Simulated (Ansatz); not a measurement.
Program: Ansatz. Geometries: PBE0-D4/def2-TZVP. ΔE: electronic, gas phase. CCSD(T)/CBS is the MP2 limit (def2-TZVPP, def2-QZVPP) plus CCSD(T) − MP2 in def2-TZVPP, frozen cores. This one scheme is used for every species, atoms too. DFT in def2-TZVPP. B3LYP here is the variant with VWN-RPA as its local correlation; programs differ in this. Open shells (•) are unrestricted, without spin–orbit coupling. Spin–orbit coupling would lower the free atoms: a little for C, F, Si. One conformer a species, not always the lowest.

Reaction (atomization): `N[SiH2]C(F)[SiH3]` → C• + F• + 8 H• + N• + 2 Si•

`N[SiH2]C(F)[SiH3]`:

```xyz
13

N    -0.457    0.404    2.051
Si   -0.190    1.237    0.580
C    -0.352    0.202   -1.002
F    -1.695   -0.216   -1.132
Si    0.765   -1.321   -1.095
H     0.219   -0.251    2.409
H    -1.392    0.151    2.326
H     1.201    1.764    0.576
H    -1.192    2.329    0.490
H    -0.125    0.851   -1.861
H     0.516   -2.215    0.066
H     0.522   -2.075   -2.351
H     2.179   -0.858   -1.057
```

| level | ΔE (kJ/mol) |
| --- | --- |
| B3LYP-D4 | 4320.0 |
| SCS-MP2/def2-TZVPP | 4240.2 |

Task: What does CCSD(T)/CBS give? (An estimate is asked.)

Result: Computed: +4318.6 kJ/mol. The listed levels differ from it by 1.4, -78.4 kJ/mol.

Largest T1 diagnostic among the species: 0.012.

In def2-TZVPP, CCSD(T) changes the Hartree–Fock value by +1067.1 kJ/mol (the triples alone add +53.0 kJ/mol) and MP2 by +1092.1 kJ/mol; breaking electron pairs costs correlation energy, which Hartree–Fock lacks. From PBE to PBE0 (25 % exact exchange), in def2-TZVPP and without D4, ΔE moves by −56.0 kJ/mol: exact exchange takes away binding that semilocal exchange gives to molecules. The D4 term adds +45.4 kJ/mol with B3LYP and +24.1 kJ/mol with PBE0; it sums over pairs of atoms, weighted by their polarisabilities, and B3LYP, whose exchange is more repulsive, gets the larger term.

For atomizations the MP2-based limit and the directly extrapolated one differ by several kJ/mol either way, and by 10 to 25 for some Ge, Se and Sn compounds, so smaller differences from it don't rank the levels.
